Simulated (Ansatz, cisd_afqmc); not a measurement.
System: KOH, charge 1, doublet. KOH+ (parent SMILES [OH][K], doublet).
B3LYP-D3(BJ)/def2-TZVP minimum from Ansatz (a program for electronic structure):
```xyz
3

K      0.0000     0.0000    -0.8976
O      0.0000     0.0000     1.7862
H      0.0000     0.0000     2.7639
```
Charge +1, spin multiplicity 2.

Total energies in def2-SVP, 7 correlated electrons, 10 frozen orbitals. Open shells are spin-unrestricted; no spin-orbit coupling. Cores are frozen in correlated methods (noble-gas shells, and filled d and f shells in the p block). No relativity. AFQMC/CISD: phaseless, guided by CISD from CCSD amplitudes; bars are statistical, one sigma. Outlying blocks are dropped, and bars are widened where a walk drifts. Over all cases where full CI ran beside it in this data, AFQMC minus full CI had a median of +0.1 mEh and passed +0.4 mEh in a tenth of the cases. The spin of HKO+ (parent SMILES [OH][K], doublet) was assumed, and the state is the lowest solution found for it.

```json
[
 {"method": "HF", "program": "Ansatz", "energy (Eh)": "-674.27934", "minus CCSDTQ (mEh)": "165.91"},
 {"method": "MP2", "program": "Ansatz", "energy (Eh)": "-674.42849", "minus CCSDTQ (mEh)": "16.75"},
 {"method": "CCSD", "program": "Ansatz", "energy (Eh)": "-674.44296", "minus CCSDTQ (mEh)": "2.29"},
 {"method": "CCSD(T)", "program": "Ansatz", "energy (Eh)": "-674.44479", "minus CCSDTQ (mEh)": "0.46"},
 {"method": "CCSDT(Q)", "program": "Ansatz", "energy (Eh)": "-674.44524", "minus CCSDTQ (mEh)": "0.01"},
 {"method": "CCSDTQ", "program": "Ansatz", "energy (Eh)": "-674.44525", "minus CCSDTQ (mEh)": "0.00"},
 {"method": "AFQMC/CISD", "program": "cisd_afqmc", "energy (Eh)": "-674.4450 ± 0.0001", "minus CCSDTQ (mEh)": "0.2 ± 0.1"}
]
```

Rough core times of Ansatz's runs on a shared machine: CCSD(T) under 20 s, CCSDT(Q) 20 s, CCSDTQ 6 min.
